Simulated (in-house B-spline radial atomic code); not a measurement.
How numerical settings move a run on N⁺, [He] 2s2 2p2. Computed with an all-electron radial atomic-structure program (B-spline basis): non-relativistic PBE, spin-polarised, spherical fractional occupations, point nucleus.

Command:
```bash
python run_scf.py task.json out
```
Settings of the sound reference run:
```
Z                7
electrons        6
configuration    [He] 2s2 2p2
hamiltonian      nr
method           pbe,pbe
spin_polarised   True
knot_spacing     0.22
spline_order     8
gauss_points     12
box_radius       35.29
max_iterations   70
damping          0.5
damped_steps     3
diis_vectors     10
tolerance        1e-08
start            Thomas-Fermi
```

Run time, properties included: 0.25 s on 1 thread of Arm Neoverse N1, on a shared host.

It converges in 9 iterations to -53.987817 hartree, with 2p up at -22.0372 eV. The other runs change the listed settings, some to values that make no sense; their results aren't properties of the atom or ion. Radii are in bohr (the nuclear one in fm), a minus after a letter asks for a j subshell, and «unchanged» means within 1e-8 hartree. The run stops when the residual is below 10 × tolerance × max(1, Z/10), or a noise floor if that is larger, and the energy moves by less than 1e-8 × √|E| hartree; so very loose and very tight tolerances often act alike.

```tsv
changed settings	outcome
spline_order = 4, gauss_points = 8, max_iterations = 75, start = bare nucleus	converged in 9 iterations, energy +1.11e-05 hartree from the reference, 2p up level -2.1e-05 eV
first_knot = 0.429	converged in 9 iterations, energy +1.81e-04 hartree from the reference, 2p up level -6.9e-05 eV
first_knot = 0.0429	converged in 9 iterations, energy +2.73e-07 hartree from the reference, 2p up level +6.0e-07 eV
first_knot = 0.0143	converged in 9 iterations, energy +2.81e-07 hartree from the reference, 2p up level +6.7e-07 eV
first_knot = 0.00143	converged in 9 iterations, energy -1.26e-07 hartree from the reference, 2p up level +3.1e-06 eV
max_iterations = 100, damped_steps = 1, start = bare nucleus	converged in 8 iterations, energy unchanged, 2p up level +3.3e-06 eV
gauss_points = 16	converged in 9 iterations, energy unchanged
spline_order = 5, max_iterations = 100, start = bare nucleus	converged in 9 iterations, energy +7.29e-07 hartree from the reference, 2p up level -9.3e-07 eV
first_knot = 1.43e-05	converged in 7 iterations, energy -1.76e-07 hartree from the reference, 2p up level +6.9e-05 eV
knot_spacing = 1.4, max_iterations = 3	not converged after 3 iterations, last residual 8.7e-02, last energy +7.07e-01 hartree from the reference
damping = 0.8	converged in 10 iterations, energy unchanged, 2p up level +8.2e-07 eV
gauss_points = 3	converged in 8 iterations, energy -1.87e+04 hartree from the reference, 2p up level +7.4e+00 eV
first_knot = 0.000143	converged in 8 iterations, energy +3.53e-07 hartree from the reference, 2p up level +2.1e-05 eV
damping = 0.2	converged in 9 iterations, energy unchanged, 2p up level +7.6e-07 eV
```

(1) What happens with damping = 0?

(2) What happens with electrons = 9, configuration = [He] 2s2 2p2 3s3, max_iterations = 50?

(3) What happens with first_knot = 0.143?

(4) What happens with damping = 0.95?

Results:

(1) Converged in 9 iterations, energy unchanged, 2p up level +1.5e-06 eV.

(2) Stopped with error: shell 3s holds at most 1 electrons (per spin).

(3) Converged in 9 iterations, energy unchanged, 2p up level +3.7e-06 eV.

(4) Converged in 10 iterations, energy unchanged, 2p up level +1.2e-06 eV.
